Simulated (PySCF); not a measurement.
C3H10OSi2, SMILES C([SiH2]O)C(=C)[SiH3].

Geometry optimised at PBE0-D3(BJ)/def2-SVP. This is a generated structure with no PubChem entry under its InChIKey; it may be hypothetical. Other conformers were not sampled.

Computed with PySCF with SMD-M06-2X/6-31G*.

Solvation free energies are E(SMD) − E(gas) at the gas-phase geometry, for 1 M in both phases. In vacuum the dipole moment is 2.08 D.

| solvent | ΔG(solv) (kcal/mol) | its non-electrostatic (CDS) part | dipole (D) |
|---|---|---|---|
| water | -2.4 | 5.2 | 2.79 |
| ethanol | [?] | [?] | [?] |
| benzene | -3.3 | -1.4 | 2.30 |

### Question
Complete the blanks. (An estimate is asked for; the answer gives what the named calculation found.)

### Answer

- ethanol, ΔG(solv) (kcal/mol): -6.3
- ethanol, its non-electrostatic (CDS) part: 0.6
- ethanol, dipole (D): 2.74
